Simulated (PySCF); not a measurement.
A GIAO shielding run with PySCF (density fitting, non-relativistic, gas phase) on `N[SiH2][SiH2]O[C@H]1CC[SiH2]C1`, C4H15NOSi3:

```
$ OMP_NUM_THREADS=1 python probes_run.py task.json out

{"job": {"kind": "nmr", "xc": "PBE0", "basis": "pcSseg-1"}, "charge": 0, "multiplicity": 1}
N      4.829161    -0.006773    -0.687643
Si     3.388449    -0.938725    -0.485485
Si     1.716938     0.579024    -0.812439
O      0.436254    -0.332495    -0.422869
C     -0.925171    -0.027045    -0.496109
C     -1.747994    -1.199339     0.039556
C     -3.217273    -0.779485     0.068433
Si    -3.173908     1.054893     0.590686
C     -1.301421     1.216404     0.308990
H      5.714899    -0.485577    -0.688794
H      4.924209     0.863562    -0.190350
H      3.344870    -1.672254     0.801001
H      3.539966    -1.992424    -1.500375
H      1.544353     1.131232    -2.170499
H      1.770822     1.800575     0.021513
H     -1.185361     0.142457    -1.551955
H     -1.584969    -2.090211    -0.569651
H     -1.396233    -1.416820     1.050358
H     -3.648185    -0.888053    -0.927621
H     -3.787942    -1.428212     0.730107
H     -3.961698     1.917773    -0.294384
H     -3.553930     1.270833     1.989616
H     -0.983448     2.116559    -0.212455
H     -0.754119     1.183865     1.251390
```

Hardware: 1 thread of an Arm Neoverse V2, shared host. The job also computes population analyses, field gradients, ring-centre shieldings.

(1) How large is the calculation?

(2) How long does it take, and how much memory does it need?

Answers

(1) 96 electrons, 249 basis functions and 1358 auxiliary functions.

(2) 61 s of wall time, with 13 SCF cycles and 4 response iterations; peak memory 1.2 GiB. Times on a shared host scatter by some tens of per cent.
